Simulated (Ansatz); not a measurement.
A structure relaxed at PBE-D4/def2-SVP in Ansatz, charge 0, singlet:

```
atom   x (Å)   y (Å)   z (Å)
 Si1   1.531   0.243  -0.958
 Si2  -2.630  -0.528  -1.147
 Si3   0.874  -1.126   1.132
 Si4  -0.135  -0.052   2.931
 Ge5  -0.993   1.264  -1.310
 Ge6  -1.747  -0.289   1.094
 Ge7   2.004  -2.139  -0.758
 Ge8  -0.453  -1.586  -1.221
 Ge9   0.417   1.597   1.211
Ge10   1.132   2.616  -0.974
```

Question: Give its formula.

Answer: the cluster Si4Ge6.

Question: Summarise the bond lengths by kind (pairs closer than 1.2 times the sum of covalent radii, bridged metal pairs left out).

Answer: 13 × Ge–Si 2.41 to 2.76 Å; 4 × Ge–Ge 2.52 to 2.87 Å; 2 × Si–Si 2.33 to 2.58 Å.

Another isomer (singlet) lies 0.06 eV lower at PBE0-D4/def2-TZVP; other spin states weren't run for this one.
